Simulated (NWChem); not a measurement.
# Basis-set convergence for H2O2Pb

```xyz
5

Pb    -0.0621    -0.2706     0.0000
O     -1.2836     1.4700     0.0000
H     -0.6665     2.2324     0.0000
O      1.6894     0.9688     0.0000
H      2.5130     0.4428     0.0000
```
Charge 0, spin multiplicity 1.

The numbers come from NWChem runs, not from measurements. The geometry was optimised at PBE/def2-SVP with def2 effective core potentials on Pb, a minimum by its harmonic frequencies. It is one conformer; others weren't searched.

Quantity: first vertical ionisation energy at the level G0W0@PBE.

Effective core potentials replace the inner electrons of Pb; spin-orbit coupling is left out. GW and range-separated runs recompute their integrals, the others keep them in memory, which bears on the times. The structure started from a generated list of species.

The cost column gives rough processor time relative to def2-SVP; each entry includes its own SCF.

| basis | functions | first vertical ionisation energy (eV) | relative cost |
|---|---|---|---|
| def2-SVP | 64 | 7.85 | 1 |
| def2-SVPD | 94 | ___ | under 3 |
| def2-TZVP | 124 | 8.63 | 4 |
| def2-TZVPP | 140 | ___ | 6 |
| def2-TZVPD | 154 | 8.76 | 9 |
| def2-QZVP | 256 | ___ | 50 |

Task: What belongs in the gaps?

Result: 
- def2-SVPD, first vertical ionisation energy (eV): 8.51
- def2-TZVPP, first vertical ionisation energy (eV): 8.65
- def2-QZVP, first vertical ionisation energy (eV): 8.90
